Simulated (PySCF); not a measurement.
## Simulated absorption spectrum

Species: C3H8O3Si.
SMILES: `CC(=O)OCO[SiH3]`

Computed with TDDFT CAM-B3LYP/def2-SVPD, vertical, gas phase, core orbitals frozen in the response in PySCF 2.14.0, density-fitted response routines. Geometry: PBE0-D3(BJ)/def2-SVP, one conformer, isolated molecule. Torsions of this conformer, `[CH3:1][C:2](=[O:3])[O:4][CH2:5][O:6][SiH3:7]`: C1–C2–O4–C5 -176°, C2–O4–C5–O6 -73°, O4–C5–O6–Si7 94°.

Broadening: Gaussians 0.4 eV wide at half height, area fixed by f = 4.319×10⁻⁹ ∫ε dν̃. The width is an assumption, not a result. The curve ends short of the highest state used, and states not computed would add to its high-energy end.

(λ (nm), ε (L mol⁻¹ cm⁻¹)): (162.6, 803), (164.6, 471), (166.6, 276), (168.5, 148), (170.5, 64), (172.5, 23), (174.5, 6), (176.5, 2), (178.5, 0), (180.5, 0), (182.5, 0), (184.5, 0), (186.5, 0), (188.5, 0), (190.5, 0), (192.5, 1), (194.5, 2), (196.5, 5), (198.4, 10), (200.4, 19), (202.4, 30), (204.4, 41), (206.4, 51), (208.4, 55), (210.4, 53), (212.4, 47), (214.4, 37), (216.4, 26), (218.4, 17), (220.4, 10), (222.4, 6), (224.4, 3), (226.4, 1), (228.3, 1), (230.3, 0), (232.3, 0)

Q: Locate the maxima and give the states behind the curve.

A: 209 nm (5.94 eV), ε about 55, made up of S1 (100%) (ε in L mol⁻¹ cm⁻¹; maxima over ε = 5, shares over 10%). At its high-energy end, 7.63 eV, the curve is still rising (ε about 830, from S2, S3 and S4). The states used: S1 5.94 eV (f 0.0008); S2 7.58 eV (f 0.0050); S3 7.91 eV (f 0.016); S4 7.96 eV (f 0.014); S5 8.08 eV (f 0.037); S6 8.23 eV (f 0.012).

Q: What would ε be at 5.94 eV, the highest of these maxima, with half the width (0.2 eV)?

A: About 110 L mol⁻¹ cm⁻¹ against 55.3, a factor of about 2.00; a lone state at its own centre would give exactly 2.

Q: Coming from long wavelengths, where does ε first pass 100 L mol⁻¹ cm⁻¹?

A: At about 169 nm (7.32 eV), 1.38 eV above S1.

Q: On this curve, what absorbance would a 10⁻⁵ mol/L sample give at 222 nm over a 1 cm path?

A: 222 nm is 5.585 eV, where ε is about 6.5 L mol⁻¹ cm⁻¹, so A = ε c l ≈ 6.5e-05 (Beer–Lambert, with the gas-phase spectrum and the assumed width).
